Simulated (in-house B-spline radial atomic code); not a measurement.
Atomic self-consistent-field run: the zirconium ion Zr⁺ (an excited or competing configuration). Computed with an all-electron radial atomic-structure program (B-spline basis): Dirac-Hartree-Fock, average of configuration, Fermi nucleus of rms radius 4.2694 fm.

Command:
```bash
python run_scf.py task.json out
```
Settings (nuclear radius in fm, mass in u):
```
Z                40
configuration    [Kr] 4d2 4f1
hamiltonian      dirac
method           hf
spin_polarised   False
nucleus          fermi
rms_radius       4.2694
atomic_mass      89.9047
speed_of_light   137.035999084
```

Output (hartree, bohr):
```
 radial grid: 82 intervals, B-splines of order 8, outer radius 60 bohr

 iter        energy (Eh)    residual
    1       -3594.206496    5.15e-01
    2       -3596.003352    1.27e-01
    3       -3596.530305    2.85e-02
    4       -3596.562761    9.62e-03
    5       -3596.565557    3.21e-03
    6       -3596.565989    4.63e-04
    7       -3596.565993    1.23e-04
    8       -3596.565993    7.79e-06
    9       -3596.565993    6.07e-07
   10       -3596.565993    1.13e-07

 total energy                     -3596.56599
 kinetic                            3717.7483
 electron-nucleus                  -8667.4301
 electron-electron                  1353.1158

 first-order corrections (not in the total)
   Gaunt                             2.2751
   retardation                      -0.2233
   frequency dependence             -0.0130
   self-energy                       1.5259
   Uehling                          -0.1687
   Wichmann-Kroll                    0.0023
   recoil                            0.0156

 orbital      occ     eigenvalue          <r>       <r^2>       <1/r>     <1/r^3>       r_max    small
 1s1/2      2.000      -665.9350    0.0370539  0.00185164       41.26           -     0.02414  2.12e-02
 2s1/2      2.000       -95.2483     0.161906   0.0309725     9.36816           -      0.1368  4.33e-03
 2p1/2      2.000       -86.9060     0.138733   0.0236271     9.30664           -      0.1071  4.30e-03
 2p3/2      4.000       -83.7286     0.143058   0.0249972     8.90916     2029.17      0.1107  4.18e-03
 3s1/2      2.000       -17.0973     0.455312    0.237569     3.17668           -       0.407  1.13e-03
 3p1/2      2.000       -13.9350     0.452805     0.23879     3.06427           -      0.3961  1.07e-03
 3p3/2      4.000       -13.4088     0.462667    0.249105     2.97198     329.018      0.4048  1.04e-03
 3d3/2      4.000        -7.8546     0.449034    0.243201     2.75514     46.1394      0.3472  9.15e-04
 3d5/2      6.000        -7.7595     0.452478    0.246799     2.73076     44.2305      0.3499  9.05e-04
 4s1/2      2.000        -2.9031        1.222     1.68964     1.09568           -       1.081  2.20e-04
 4p1/2      2.000        -1.9440      1.34997     2.08259    0.980776           -       1.165  1.82e-04
 4p3/2      4.000        -1.8741       1.3779     2.16933    0.956901     39.3632       1.189  1.76e-04
 4d3/2      0.800        -0.6853      2.00138     4.74414    0.651395     2.72571       1.569  8.77e-05
 4d5/2      1.200        -0.6809      2.01571     4.81009    0.646082     2.60078       1.582  8.65e-05
 4f5/2      0.429        -0.1261      8.81588     86.7422    0.128682  0.00352873       7.845  3.54e-06
 4f7/2      0.571        -0.1262      8.81375     86.7045    0.128724   0.0035342       7.843  3.54e-06
```

Cost of the run: 1.3 s on 1 thread of Intel(R) Xeon(R) 6975P-C (shared host).

For the Dirac Hamiltonian the kinetic term is c α·p + (β - 1)c².
